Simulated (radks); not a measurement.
Values are calculated unless marked as measured or tabulated.
Co3+, configuration [Ar] 3d6.

Level of theory: scalar-relativistic Kohn-Sham, PBEsol, spin-polarised, spherical densities, finite nucleus; open shells are filled with parallel spins first; Fermi nuclear charge, rms radius 3.7875 fm (a radial shooting solver on a logarithmic mesh with Libxc functionals).

Energy parts (hartree):
| part | energy |
|---|---|
| total | -1389.79977 |
| kinetic | 1407.68454 |
| electron-nucleus | -3297.24601 |
| Hartree | 556.98637 |
| exchange-correlation | -57.22467 |

Orbitals (lengths in bohr, moments of r in powers of bohr):
orbital  occ.  eigenvalue (hartree)       <r^4>
1s up       1             -280.1785  0.00004650
1s down     1             -280.1786  0.00004650
2s up       1             -34.46450     0.01042
2s down     1             -34.37831     0.01034
2p up       3             -29.72742    0.007896
2p down     3             -29.66215    0.007817
3s up       1              -5.22850      0.7433
3s down     1              -5.05162      0.7581
3p up       3              -3.87367      0.9941
3p down     3              -3.69977       1.029
3d up       5              -1.72333       2.649
3d down     1              -1.55683       3.143

The highest occupied level is 3d down at -42.364 eV. For comparison, the ionisation energy in NIST's Atomic Spectra Database is 51.3 eV (semi-empirical). In exact Kohn-Sham theory the highest level is minus the ionisation energy, but local and semilocal functionals leave it too shallow, through self-interaction and a potential that decays too fast; potentials with the right tail come closer. The density falls to 0.001 e/bohr^3 at r = 2.69 bohr. Summed over all electrons, <r^2> = 13.08 bohr^2, which gives a Langevin (diamagnetic) susceptibility term of -10.4 x 10^-6 cm^3/mol. The spin density at the nucleus is -1.323 e/bohr^3 (1s -0.058, 2s -2.631, 3s 1.366). The electron density at the nucleus is 1.733e+04 e/bohr^3 (large components only). Spin moment in Bohr magnetons: 4.
